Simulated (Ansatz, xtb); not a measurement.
## Relative energy of two isomers of C2H8GeO2Si

We compare I, `[CH3][Ge@@H]1[CH2]O[SiH2][O]1`, a singlet, with II, `[CH3][Ge@@H]1[O]C[SiH2][O]1`, a singlet. Both are isolated molecules in the gas phase, relaxed with B3LYP/def2-SVP; the shapes shown needn't be the lowest conformers.

I (Å):

```xyz
14

C    -2.5039    1.2170    1.5867
C    -0.9250    3.0418   -0.7764
Ge   -0.9368    1.4357    0.4364
O    -1.0411    2.5693   -2.1107
O    -1.0245    0.2288   -0.9196
Si   -1.0494    0.9175   -2.4340
H    -2.5173    0.2030    2.0136
H    -2.4765    1.9445    2.4131
H    -3.4258    1.3700    1.0065
H     0.3820    1.1956    1.2069
H     0.0077    3.6211   -0.6563
H    -1.7668    3.7179   -0.5444
H    -2.2828    0.5597   -3.1852
H     0.1500    0.5373   -3.2296
```

II (Å):

```xyz
14

C    -1.7376   -0.9895    1.3579
C    -1.3261    1.8392   -1.7434
Ge   -2.1977    0.7563    0.6372
O    -2.0521    0.7527   -1.1578
O    -0.9351    1.9934    0.9924
Si   -0.2527    2.6804   -0.3766
H    -0.7296   -1.2738    1.0242
H    -2.4603   -1.7401    1.0036
H    -1.7639   -0.9630    2.4576
H    -3.5685    1.3044    1.0895
H    -0.7070    1.4434   -2.5682
H    -2.0267    2.5671   -2.1983
H    -0.3859    4.1662   -0.3660
H     1.1960    2.3344   -0.4786
```

Quicker runs give these differences E(II) − E(I): GFN2-xTB +0.855 eV; HF/STO-3G +0.016 eV (at GFN2-xTB geometries); r2SCAN-D4/def2-SVP +0.410 eV (at GFN2-xTB geometries).

Question: Estimate E(II) − E(I) at the level CCSD(T)/def2-SVP + ΔMP2/def2-TZVPP.

Answer: Calculated at CCSD(T)/def2-SVP + ΔMP2/def2-TZVPP: E(II) − E(I) = +0.558 eV, so structure I lies lower.

Level by level:

| level | geometry | E(II) − E(I) (eV) | departure from the last row (eV) | job, with rough time for the two |
| --- | --- | --- | --- | --- |
| GFN2-xTB | GFN2-xTB | +0.855 | +0.297 | optimisation, 0.46 s |
| HF/STO-3G | GFN2-xTB | +0.016 | −0.542 | single point, 1.7 s |
| r2SCAN-D4/def2-SVP | GFN2-xTB | +0.410 | −0.148 | single point, 9.3 s |
| B3LYP/def2-SVP | B3LYP/def2-SVP | +0.454 | −0.103 | optimisation, 2.4 min |
| HF/def2-SVP | B3LYP/def2-SVP | +0.479 | −0.078 | part of the CCSD(T) run |
| MP2/def2-SVP | B3LYP/def2-SVP | +0.443 | −0.115 | part of the CCSD(T) run |
| CCSD(T)/def2-SVP | B3LYP/def2-SVP | +0.427 | −0.131 | single point |
| CCSD(T)/def2-SVP + ΔMP2/def2-TZVPP | B3LYP/def2-SVP | +0.558 |  | single point, 2.3 min |

As drawn, II has 1 Ge–O, 1 C–Si in place of 1 C–Ge, 1 O–Si.

HF/STO-3G finds them nearly level. The largest departure from CCSD(T)/def2-SVP + ΔMP2/def2-TZVPP is that of HF/STO-3G, 0.542 eV. The last row adds to CCSD(T) the change of the MP2 difference between the two basis sets, here +0.131 eV, a large step that makes the value less sure.

With thermal terms from frequencies at re-optimised GFN2-xTB minima (ideal gas, soft modes damped towards free rotors, one conformer each, 298.15 K, 1 atm): on the last row, ΔE + ΔZPE = +0.541, ΔH = +0.545, ΔG = +0.536 eV.

The correlated steps freeze 18 core orbitals; the filled d shell of Ge is correlated, in a basis made for valence electrons. Run with Ansatz 0.2.0, xtb 6.7.1; the last row on 2 threads of Intel(R) Xeon(R) Processor @ 2.70GHz on a shared host.
